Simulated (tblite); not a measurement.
Compound: C₅H₁₅N₂PSi.
Structure used (GFN2-xTB), in Å, numbered top down from 1:
```
atom  x, y, z in Å
C1     2.247    1.186   -1.702
N2     1.341    1.402   -0.870
Si3    0.781    0.329    0.391
N4     0.686    1.180    1.898
P5     2.170   -1.449    0.556
C6    -0.972   -0.263   -0.101
C7    -1.505   -1.201    0.978
C8    -0.896   -1.020   -1.424
C9    -1.908    0.932   -0.252
H10    2.482    1.943   -2.446
H11    2.841    0.265   -1.737
H12    1.548    1.419    2.362
H13    0.053    1.963    1.946
H14    1.851   -1.732    1.867
H15    3.248   -0.670    0.934
H16   -2.501   -1.560    0.716
H17   -1.562   -0.691    1.937
H18   -0.850   -2.065    1.086
H19   -0.562   -0.364   -2.225
H20   -0.196   -1.853   -1.348
H21   -1.874   -1.421   -1.693
H22   -2.024    1.449    0.697
H23   -2.893    0.604   -0.583
H24   -1.515    1.635   -0.981
```

Computed values, GFN2-xTB/tblite, gas phase, harmonic and unscaled. The method is semi-empirical: single wavenumbers can be off by several per cent or more. Modes of hydrogen on phosphorus can be 10 to 20 % off. One conformer, not necessarily the lowest.

Harmonic wavenumbers (cm⁻¹): 30.1, 63.9, 79.9, 99.0, 116.6, 141.4, 161.4, 164.9, 196.8, 222.9, 246.7, 252.5, 271.1, 273.0, 325.6, 350.7, 386.7, 389.0, 467.1, 502.1, 549.4, 617.8, 672.0, 683.0, 743.6, 815.5, 877.7, 896.1, 968.1, 975.4, 976.9, 1000.9, 1035.1, 1038.4, 1140.6, 1153.1, 1229.9, 1233.2, 1235.6, 1407.6, 1408.9, 1429.7, 1435.5, 1495.3, 1496.9, 1498.5, 1504.3, 1509.8, 1512.9, 1517.1, 1738.4, 2311.4, 2406.1, 2841.1, 2983.8, 2994.5, 2996.1, 3001.2, 3002.5, 3009.7, 3023.8, 3030.8, 3036.7, 3040.3, 3456.8, 3492.0.

A = 1298, B = 955.2, C = 848.5 MHz; mass 162.074 u (most abundant isotopes); point group C1, symmetry number 1.

Question: Zero-point energy?

Answer: ½Σν̃ = 42583 cm⁻¹ = 121.75 kcal/mol.

Question: Entropy at 200 K, 1 bar (ideal gas, RRHO, classical rotation)?

Answer: Translation 39.20, rotation 28.91, vibration 32.71: S = 100.8 cal/(mol K).

Question: And Cp and H(200 K) − H(0)?

Answer: Cp = 41.69 cal/(mol K), of which vibrations give 33.74 (their classical limit is 66 R = 131.2); H(200 K) − H(0) = 5.15 kcal/mol without the zero-point energy, 3.56 from vibrations.

Question: Blend soft modes into free rotors: weight 1/[1 + (100 cm⁻¹/ν̃)⁴] for the oscillator and the rest for a rotor with moment μB/(μ + B), μ = h/(8π²ν), B = 10⁻⁴⁴ kg m². What vibrational entropy results?

Answer: 30.49 cal/(mol K) in place of 32.71, which changes −T·S at 200 K by +0.44 kcal/mol.

Question: How do the functions run with temperature in this model?

Answer: 
| T (K) | S (cal/(mol K)) | Cp (cal/(mol K)) | H − H(0) (kcal/mol) | G − H(0) (kcal/mol) | ln q(vib) |
| --- | --- | --- | --- | --- | --- |
| 100 | 77.3 | 27.0 | 1.67 | -6.06 | 2.98 |
| 300 | 120.0 | 53.6 | 9.92 | -26.08 | 11.85 |
| 500 | 152.4 | 73.8 | 22.76 | -53.42 | 19.82 |
| 800 | 191.9 | 94.5 | 48.25 | -105.28 | 30.40 |
| 1000 | 214.1 | 103.9 | 68.13 | -145.92 | 36.72 |

q(vib) and H(0) count from the zero-point level.

Hindered rotation and anharmonicity are outside this model. Other conformers, if any are populated, would add a mixing term that is left out. The structure is chiral; the term R ln 2 for an equal mix with its mirror image is left out.
